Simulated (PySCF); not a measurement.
H₂TeS: breathing scan

Computed with PySCF, PBE0, basis Te def2-TZVP with ECP28, S def2-TZVP, H def2-TZVP (scalar-relativistic core potentials, no spin–orbit coupling, density fitting).

Rigid scan from the singlet minimum (Te–H 1.692 Å (×2), Te–S 2.244 Å; H–Te–H 86.5°, H–Te–S 104.9° (×2)). Coordinate: all bonds to the central atom scaled together. Energies in kJ/mol from the minimum.

| scale of all bonds to the centre | E (kJ/mol) | dipole size (D) |
| --- | --- | --- |
| 0.88 | 196.5 | 3.47 |
| 0.92 | 76.7 | 3.71 |
| 0.96 | 16.9 | 3.93 |
| 1.00 | 0.0 | 4.13 |
| 1.04 | 13.3 | 4.29 |
| 1.08 | 47.6 | 4.43 |
| 1.14 | 123.8 | 4.58 |
| 1.22 | 249.0 | 4.66 |
| 1.35 | 463.4 | 4.58 |

At long bonds a restricted determinant can lie too high, and another spin state can fall below this curve.

Other isomers or separated fragments may lie lower.

The scan took 11 s on 2 threads of a shared Arm Neoverse V2 host; the process peaked at 1.1 GiB.
